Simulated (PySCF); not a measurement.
## Molecular orbitals of SnHg

PBE at R = 2.918 Å; basis Sn def2-SVP with ECP28, Hg def2-SVP with ECP60; scalar-relativistic core potentials; PySCF 2.14. State: ³Σ⁻ (triplet), unpaired electrons π ↑↑. Only the outer orbitals are listed, counted within each symmetry, core potentials removing the inner ones.

```tsv
spin	orbital	occ.	ε (eV)	on Sn (%)	main shells (%)
α	8σ	1	-7.53	21	79 Hg s, 12 Sn p, 9 Sn s
α	5π	1	-3.97	93	92 Sn p
α	5π	1	-3.97	93	92 Sn p
α	9σ	0	-3.55	65	65 Sn p, 24 Hg p, 11 Hg s
α	6π	0	-0.90	8	92 Hg p
α	6π	0	-0.90	8	92 Hg p
β	7σ	1	-9.72	64	64 Sn s, 20 Hg d, 14 Hg s
β	8σ	1	-7.29	25	75 Hg s, 16 Sn s, 9 Sn p
β	9σ	0	-3.07	62	62 Sn p, 30 Hg p
β	5π	0	-2.65	80	80 Sn p, 19 Hg p
β	5π	0	-2.65	80	80 Sn p, 19 Hg p
```

Problem. Which are the highest filled and the lowest empty level, where do they sit, and how wide is the gap?

Solution. Highest filled α 5π at -3.97 eV (in %: 92 Sn p); lowest empty α 9σ at -3.55 eV (in %: 65 Sn p, 24 Hg p, 11 Hg s); the gap at PBE is 0.42 eV.

```
bond order (Mayer)                               : 0.78
⟨S²⟩                                             : 2.004
charge on Sn (Mulliken, basis-dependent)         : -0.04
charge on Sn (Löwdin, basis-dependent)           : -0.06
dipole moment (positive dipole means Sn(−)Hg(+)) : 1.24 D
polarisability along the bond                    : 127.3 bohr³
polarisability across the bond                   : 58.8 bohr³
```

Spin–orbit coupling is left out. The state was picked by a PBE0 search and need not be the measured ground state.
